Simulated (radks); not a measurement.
Spherical quantum dot in the effective-mass picture: electrons in a hard-walled sphere of radius 7.37, with a point charge +2 (a donor) at the centre, all in effective atomic units (hartree* = m*/eps^2 hartree, bohr* = eps/m* bohr), one dielectric constant everywhere. Method: non-relativistic Kohn-Sham, PBE, spin-polarised, spherical densities; computed with a radial shooting solver with Libxc functionals. Levels are named by radial order and angular momentum (1s, 1p, 1d, 2s, ...), and open shells are averaged over m.

N = 36, configuration 1s2 1p6 1d10 2s2 1f14 1g(up 2, down 0). This is the lowest configuration that the search found. Occupied and some empty levels:

| level | occupation | eigenvalue (hartree*) | <r> (bohr*) |
|---|---|---|---|
| 1s up | 1 | 5.4482 | 1.034 |
| 1s down | 1 | 5.4483 | 1.023 |
| 2s up | 1 | 5.5493 | 5.572 |
| 2s down | 1 | 5.5576 | 5.576 |
| 1p up | 3 | 5.5804 | 5.682 |
| 1p down | 3 | 5.5889 | 5.676 |
| 1d up | 5 | 5.6463 | 5.740 |
| 1d down | 5 | 5.6550 | 5.735 |
| 1f up | 7 | 5.7420 | 5.800 |
| 1f down | 7 | 5.7509 | 5.796 |
| 1g up | 2 | 5.8659 | 5.859 |
| 1g down | 0 | 5.8751 | 5.856 |
| 1h up | 0 | 6.0168 | 5.915 |
| 1h down | 0 | 6.0262 | 5.912 |
| 3s up | 0 | 6.1312 | 3.830 |
| 3s down | 0 | 6.1345 | 3.825 |
| 2p up | 0 | 6.1647 | 3.717 |
| 2p down | 0 | 6.1677 | 3.709 |
| 2d up | 0 | 6.3466 | 4.258 |
| 2d down | 0 | 6.3505 | 4.254 |

Energy (hartree*): total 98.8486, kinetic 19.716, external -18.791, Hartree 108.45, exchange-correlation -10.532.

Electron density:

| r (bohr*) | n(r) (e/bohr*^3) |
|---|---|
| 0.592 | 0.3869 |
| 1.14 | 0.06170 |
| 1.69 | 0.01172 |
| 2.24 | 0.002870 |
| 2.79 | 0.001740 |
| 3.34 | 0.003170 |
| 3.89 | 0.007162 |
| 4.43 | 0.01500 |
| 4.98 | 0.02712 |
| 5.53 | 0.03949 |
| 6.08 | 0.04093 |
| 6.63 | 0.02233 |
| 7.18 | 0.001779 |
